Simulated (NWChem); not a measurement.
System: C3H7NSi; SMILES C[C@H]([SiH3])C#N

Input file for NWChem:

```
start job
memory heap 200 mb stack 900 mb global 1100 mb
geometry units angstroms noautosym nocenter noautoz
  C     -1.802457     0.119491     0.208545
  C     -0.399833     0.120636    -0.447650
  Si     0.641254    -1.413982     0.059424
  C      0.344913     1.336772    -0.129844
  N      0.949704     2.289415     0.149904
  H     -2.387032     0.986705    -0.115146
  H     -1.727276     0.150984     1.299939
  H     -2.348702    -0.786523    -0.072893
  H     -0.512985     0.077729    -1.540070
  H      0.829628    -1.415387     1.531687
  H      1.957296    -1.384989    -0.625145
  H     -0.110866    -2.630550    -0.348615
end
basis spherical
  * library sto-3g
end
dft
  xc hfexch
  iterations 150
end
property
  shielding
  efieldgrad
end
task dft property
```

Excerpt of the output:

```
             Northwest Computational Chemistry Package (NWChem) 7.3.0
             --------------------------------------------------------

                             Geometry "geometry" -> ""
                             -------------------------

 Output coordinates in angstroms (scale by  1.889725989 to convert to a.u.)

  No.       Tag          Charge          X              Y              Z
 ---- ---------------- ---------- -------------- -------------- --------------
    1 C                    6.0000    -1.80245700     0.11949100     0.20854500
    2 C                    6.0000    -0.39983300     0.12063600    -0.44765000
    3 Si                  14.0000     0.64125400    -1.41398200     0.05942400
    4 C                    6.0000     0.34491300     1.33677200    -0.12984400
    5 N                    7.0000     0.94970400     2.28941500     0.14990400
    6 H                    1.0000    -2.38703200     0.98670500    -0.11514600
    7 H                    1.0000    -1.72727600     0.15098400     1.29993900
    8 H                    1.0000    -2.34870200    -0.78652300    -0.07289300
    9 H                    1.0000    -0.51298500     0.07772900    -1.54007000
   10 H                    1.0000     0.82962800    -1.41538700     1.53168700
   11 H                    1.0000     1.95729600    -1.38498900    -0.62514500
   12 H                    1.0000    -0.11086600    -2.63055000    -0.34861500

 Effective nuclear repulsion energy (a.u.)     201.6747480529

  xc_inp: hfexch multiplicative factor not found.
                              NWChem Property Module
                              ----------------------

  itol2e modified to match energy
  convergence criterion.

                                 NWChem DFT Module
                                 -----------------

 Summary of "ao basis" -> "ao basis" (spherical)
 ------------------------------------------------------------------------------
       Tag                 Description            Shells   Functions and Types
 ---------------- ------------------------------  ------  ---------------------
 C                           sto-3g                  3        5   2s1p
 Si                          sto-3g                  5        9   3s2p
 N                           sto-3g                  3        5   2s1p
 H                           sto-3g                  1        1   1s

  itol2e modified to match energy
  convergence criterion.

[...]

          -----------------------------------------
          Chemical Shielding Tensors (GIAO, in ppm)
          -----------------------------------------

                                NWChem CPHF Module
                                ------------------

  scftype          =     RHF
  nclosed          =       23
  nopen            =        0
  variables        =      299
  # of vectors     =        3
  tolerance        = 0.10D-03
  level shift      = 0.00D+00
  max iterations   =       50
  max subspace     =       30

 SCF residual:    1.9679962874423064E-004

Iterative solution of linear equations
  No. of variables      299
  No. of equations        3
  Maximum subspace       30
        Iterations       50
       Convergence  1.0D-04

   iter   nsub   residual    time
   ----  ------  --------  ---------
     1      3    1.67D+00       2.7
     2      6    3.11D-01       2.8
     3      9    4.75D-02       3.0
     4     12    7.28D-03       3.2
     5     15    1.82D-03       3.3
     6     18    1.71D-04       3.5
     7     21    2.71D-05       3.7

      Atom:    1  C
        Diamagnetic
    253.3047     -0.1889     -4.0841
     -0.1889    242.8779     -0.0780
     -4.0841     -0.0780    242.8723

        Paramagnetic
    -18.0226     -0.4454     -2.8543
     -0.4454    -25.7777     -0.5487
     -2.8543     -0.5487    -25.5085

        Total Shielding Tensor
    235.2821     -0.6343     -6.9384
     -0.6343    217.1002     -0.6267
     -6.9384     -0.6267    217.3638

           isotropic =     223.2487
          anisotropy =      21.6205

          Principal Components and Axis System
                 1           2           3
              237.6624    217.3613    214.7224

      1         0.9463     -0.0857      0.3119
      2        -0.0193      0.9475      0.3191
      3        -0.3228     -0.3080      0.8949

      Atom:    2  C
        Diamagnetic
    249.0387      1.6835     -0.8444
      1.6835    249.9752      0.6321
     -0.8444      0.6321    239.3616

        Paramagnetic
     -9.5763     10.7779     -0.9582
     10.7779    -16.7647      6.9032
     -0.9582      6.9032    -13.3391

        Total Shielding Tensor
    239.4623     12.4614     -1.8026
     12.4614    233.2105      7.5354
     -1.8026      7.5354    226.0225

           isotropic =     232.8984
          anisotropy =      25.1408

          Principal Components and Axis System
                 1           2           3
              249.6590    231.5793    217.4570

      1         0.7552     -0.5078     -0.4146
      2         0.6391      0.4293      0.6382
      3         0.1461      0.7469     -0.6487

      Atom:    3  Si
        Diamagnetic
    867.6744     -3.4322      0.7395
     -3.4322    871.0342     -1.2370
      0.7395     -1.2370    864.9780

        Paramagnetic
   -242.5142    -22.2600      4.7768
    -22.2600   -224.9763    -10.7788
      4.7768    -10.7788   -250.2970

        Total Shielding Tensor
    625.1603    -25.6922      5.5163
    -25.6922    646.0580    -12.0158
      5.5163    -12.0158    614.6810

           isotropic =     628.6331
          anisotropy =      56.9916

          Principal Components and Axis System
                 1           2           3
              666.6275    612.3550    606.9167

      1        -0.5340     -0.4728      0.7009
      2         0.8095     -0.0467      0.5852
      3        -0.2440      0.8799      0.4077

      Atom:    4  C
        Diamagnetic
    264.1131     11.8618      2.8407
     11.8618    277.0698      4.5185
      2.8407      4.5185    256.2266

[...]
```

Level: Hartree-Fock/STO-3G, GIAO. STO-3G and 3-21G are far too small for this property and stand as cheap habits. Coordinates come from a B3LYP/6-31G* (spherical d) optimisation. NWChem prints the field gradient with the sign opposite to the second derivative of the potential. The printed shielding anisotropy is the first printed principal value minus the mean of the other two.
